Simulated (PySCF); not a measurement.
# TDDFT excited states: C7H5NO

Species: ortho-cyanophenol, C7H5NO.
Geometry (GFN2-xTB, Å), atoms numbered from 1 in this order:
```
atom  x, y, z in Å
N1     3.3421   -0.5164   -0.7715
C2     2.2162   -0.4426   -0.5588
C3     0.8449   -0.2855   -0.2684
C4    -0.0730   -1.2877   -0.5895
C5    -1.4092   -1.1164   -0.2982
C6    -1.8387    0.0541    0.3148
C7    -0.9416    1.0525    0.6374
C8     0.4122    0.8988    0.3516
O9     1.2606    1.8963    0.6820
H10    0.2816   -2.1898   -1.0655
H11   -2.1178   -1.8908   -0.5465
H12   -2.8851    0.1878    0.5434
H13   -1.2620    1.9655    1.1131
H14    2.1691    1.6737    0.4339
```

The calculation used PySCF, TDDFT CAM-B3LYP/def2-SVPD, vertical, gas phase, core orbitals frozen in the response.

```tsv
state	E (eV)	λ (nm)	f	symmetry	main configurations (H = HOMO, L = LUMO)
S1	4.85	255.5	0.081	A′	H→L (84%), H-1→L+1 (10%)
S2	5.71	217.3	0.069	A′	H-1→L (57%), H→L+1 (35%)
S3	6.55	189.2	0.639	A′	H→L+1 (60%), H-1→L (34%)
S4	6.57	188.8	0.0009	–	H→L+2 (30%), H→L+4 (27%), H→L+3 (17%)
S5	6.78	182.8	0.0027	A″	H→L+2 (62%), H→L+4 (14%), H-1→L+4 (10%)
S6	6.84	181.2	0.337	A′	H-1→L+1 (81%), H→L (8%)
S7	7.10	174.6	0.0000	–	H-2→L (85%)
S8	7.22	171.8	0.0027	A″	H→L+3 (69%), H→L+4 (11%)
```

Triplets, Tamm–Dancoff:

| state | E (eV) | λ (nm) | main configurations (H = HOMO, L = LUMO) |
| --- | --- | --- | --- |
| T1 | 3.75 | 330.8 | H→L (64%), H-1→L (20%), H→L+1 (12%) |
| T2 | 4.04 | 307.2 | H-1→L (40%), H→L (33%), H→L+1 (18%) |
| T3 | 4.55 | 272.5 | H→L+1 (61%), H-1→L (35%) |

The lowest singlet lies at 4.85 eV (255 nm, ultraviolet) and is of moderate strength; its leading configuration is HOMO→LUMO (84%). The strongest level in the table is S3 at 6.55 eV (189 nm, f = 0.639). Löwdin shares by element: HOMO carbon 47% or more, oxygen 18% (atoms not listed hold the other 35%); LUMO carbon 46% or more, nitrogen 12% (atoms not listed hold the other 42%). Of the 8 states listed, 4 reach f = 0.01 and 1 stays under 0.0005. Orbital energies (eV): HOMO-3 -11.74, HOMO-2 -11.51, HOMO-1 -9.24, HOMO -8.50, LUMO -0.59, LUMO+1 0.44, LUMO+2 1.10. The listed states span 2.37 eV. No computed singlet lies in the visible range (380 to 750 nm); the lowest, at 255 nm, stands 1.59 eV above its violet end (3.26 eV). Symmetry labels in Cs follow from the direction of the transition dipole and are given only for states with f of 0.002 or more. Only the lowest 8 singlets were computed, as vertical energies without vibronic structure.

One conformer stands for the species.
